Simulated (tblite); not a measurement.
GeH11N4Si2 (charge -1).
Numbering: `[NH2:1][Si:2]([NH2:3])([N-:4][SiH3:5])[NH:6][GeH3:7]` (hydrogens: H8, H9 on N1; H10, H11 on N3; H12, H13, H14 on Si5; H15 on N6; H16, H17, H18 on Ge7)

Computed with GFN2-xTB (tblite), gas phase: L-BFGS steps from a force-field or distance-geometry start until the largest atomic force falls under 0.01 eV/Å.

The end geometry, which sets the zero of energy:
```
atom  x, y, z in Å
N1      0.2460   -0.5101   -2.5997
Si2     0.2516   -0.2069   -0.8623
N3     -0.6873   -1.5549   -0.1655
N4      1.7782    0.0392   -0.2308
Si5     2.2195    0.4725    1.3261
N6     -1.0167    0.9965   -0.5804
Ge7    -2.0332    0.4549    0.7921
H8     -0.0470    0.3038   -3.1190
H9      1.1787   -0.7388   -2.9077
H10    -0.1075   -2.1132    0.4443
H11    -1.0729   -2.1738   -0.8658
H12     1.8513    1.8479    1.7816
H13     1.7480   -0.3807    2.4602
H14     3.7021    0.4227    1.3866
H15    -0.6588    1.9370   -0.5236
H16    -2.7840    1.7277    1.2627
H17    -3.1603   -0.4342    0.3395
H18    -1.4165   -0.0833    2.0500
```

Question: These geometries come from the run, each turned onto the end geometry. Order them by energy, lowest first.
A.
```
atom  x, y, z in Å
N1      0.1938   -0.4202   -2.4722
Si2     0.2331   -0.2518   -0.7148
N3     -0.7862   -1.6084   -0.1675
N4      1.7522   -0.1953   -0.0298
Si5     2.4544    0.5651    1.2818
N6     -0.9527    1.0269   -0.3983
Ge7    -2.2350    0.3954    0.6778
H8      0.2207    0.4731   -2.9383
H9      0.9934   -0.9471   -2.7920
H10    -0.2466   -2.3052    0.3244
H11    -1.2513   -2.0642   -0.9413
H12     2.0847    1.9858    1.5608
H13     2.2804   -0.0682    2.6214
H14     3.9216    0.5864    1.0440
H15    -0.5027    1.8704   -0.0828
H16    -3.0348    1.6396    1.1256
H17    -3.2577   -0.3997   -0.0842
H18    -1.8760   -0.2765    1.9735
```
B.
```
atom  x, y, z in Å
N1      1.0449   -0.0239   -1.8602
Si2    -0.0777   -0.4221   -0.4967
N3     -0.6540   -2.0829   -0.8454
N4      0.7382   -0.4137    1.0195
Si5     2.1968    0.4660    1.0132
N6     -1.5663    0.6226   -0.5241
Ge7    -2.3846    0.7086    1.1160
H8      1.4151    0.9143   -1.7251
H9      1.7868   -0.7290   -1.9326
H10     0.1398   -2.7331   -0.8390
H11    -1.1588   -2.1354   -1.7247
H12     2.0349    1.6853    0.1663
H13     2.6677    0.9297    2.3448
H14     3.2812   -0.4033    0.4636
H15    -1.4658    1.5006   -1.0096
H16    -2.9490    2.1438    1.4280
H17    -3.5506   -0.3254    1.0939
H18    -1.5075    0.3043    2.3005
```
C.
```
atom  x, y, z in Å
N1      0.8189   -0.0005   -1.9024
Si2    -0.0630   -0.4759   -0.4292
N3     -0.6875   -2.0833   -0.7960
N4      0.7966   -0.3297    1.0043
Si5     2.2409    0.5048    1.0788
N6     -1.5352    0.5120   -0.5525
Ge7    -2.3424    0.6237    1.0386
H8      1.2516    0.9008   -1.7692
H9      1.6079   -0.6216   -2.0047
H10     0.0469   -2.7761   -0.8362
H11    -1.1508   -2.0886   -1.6957
H12     2.3795    1.8072    0.3329
H13     2.5188    0.8211    2.5019
H14     3.4206   -0.2237    0.5035
H15    -1.2711    1.4001   -0.9510
H16    -2.9457    2.0200    1.1677
H17    -3.5357   -0.3130    1.0095
H18    -1.5590    0.3290    2.2878
```
D.
```
atom  x, y, z in Å
N1      0.4922   -0.1933   -2.3241
Si2     0.1348   -0.4283   -0.5993
N3     -0.8986   -1.8426   -0.4625
N4      1.4381   -0.5499    0.4316
Si5     2.4425    0.5426    1.1878
N6     -1.0936    0.8304   -0.3666
Ge7    -2.3079    0.4766    0.8719
H8      0.7106    0.7743   -2.5228
H9      1.3154   -0.7270   -2.5645
H10    -0.3685   -2.6683   -0.2342
H11    -1.4212   -2.0371   -1.3053
H12     2.1875    2.0086    1.0058
H13     2.4651    0.3836    2.6674
H14     3.8631    0.3837    0.7649
H15    -0.6770    1.7479   -0.3103
H16    -3.2104    1.7145    0.9048
H17    -3.2137   -0.6668    0.5403
H18    -1.8672    0.2574    2.3033
```
E.
```
atom  x, y, z in Å
N1      0.2214   -0.4313   -2.5039
Si2     0.2300   -0.2100   -0.7502
N3     -0.7727   -1.5679   -0.1685
N4      1.7649   -0.0623   -0.1154
Si5     2.4470    0.5377    1.2880
N6     -1.0120    1.0107   -0.4381
Ge7    -2.2366    0.3888    0.7088
H8      0.2253    0.4501   -2.9941
H9      1.0545   -0.9242   -2.7890
H10    -0.2525   -2.1818    0.4415
H11    -1.1384   -2.1226   -0.9319
H12     2.1771    1.9748    1.6117
H13     2.1624   -0.1706    2.5756
H14     3.9221    0.4418    1.1267
H15    -0.6471    1.9361   -0.2764
H16    -3.0339    1.6308    1.1787
H17    -3.3043   -0.4254    0.0296
H18    -1.8161   -0.2684    1.9953
```

Answer: E (0.027 eV), A (0.050 eV), D (0.170 eV), C (0.385 eV), B (0.954 eV).

In the order of the answer:

```tsv
step	E above end (eV)	largest force (eV/Å)	rms force component (eV/Å)	rms distance from end (Å)	rms bond change (Å)	bond most changed (Å)
150	0.027	0.09	0.027	0.274	0.002	N1–Si2 +0.004
140	0.050	0.09	0.032	0.345	0.002	Ge7–H16 -0.006
99	0.170	0.14	0.047	0.639	0.011	Si2–N3 -0.027
16	0.385	0.39	0.090	1.072	0.011	Ge7–H16 -0.024
1	0.954	1.38	0.455	1.154	0.030	Ge7–H17 +0.053
```

What follows is the cost of the whole relaxation. On an Intel Xeon with one thread, no GPU, shared host with 64 logical CPUs at a one-minute load of 62, this took 3.6 s.
